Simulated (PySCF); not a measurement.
BeH5NOSi, SMILES [NH2][Be][O][SiH3].

Geometry optimised at B3LYP-D3(BJ)/def2-SVP. One conformer was computed; it need not be the lowest.

The numbers are results of TDA-PBE0/def2-SVPD in PySCF, not measurements.

Vertical excitations. Isolated molecule, no solvent.

List the lowest excited states. (The exact figures need the calculation; the answer reports its results.)


```tsv
state	energy (eV)	λ (nm)	f	main pairs
S1	5.67	219	0.060	HOMO→LUMO 96 %
S2	6.50	191	0.000	HOMO→LUMO+2 89 %
S3	6.67	186	0.010	HOMO→LUMO+1 92 %
S4	7.15	173	0.002	HOMO−1→LUMO 87 %
S5	7.23	171	0.006	HOMO−2→LUMO 84 %
S6	7.43	167	0.011	HOMO→LUMO+4 94 %
S7	7.49	165	0.000	HOMO→LUMO+5 57 %, HOMO→LUMO+7 31 %, HOMO→LUMO+2 9 %
S8	7.55	164	0.006	HOMO→LUMO+3 92 %
S9	8.16	152	0.000	HOMO−1→LUMO+1 74 %
S10	8.18	152	0.003	HOMO−2→LUMO+1 62 %, HOMO→LUMO+8 19 %, HOMO−2→LUMO 10 %
T1	5.32	233	0	HOMO→LUMO 91 %
T2	6.41	193	0	HOMO→LUMO+2 86 %
T3	6.54	190	0	HOMO→LUMO+1 79 %
T4	6.64	187	0	HOMO→LUMO+4 81 %
```
Triplets are in the Tamm–Dancoff approximation.
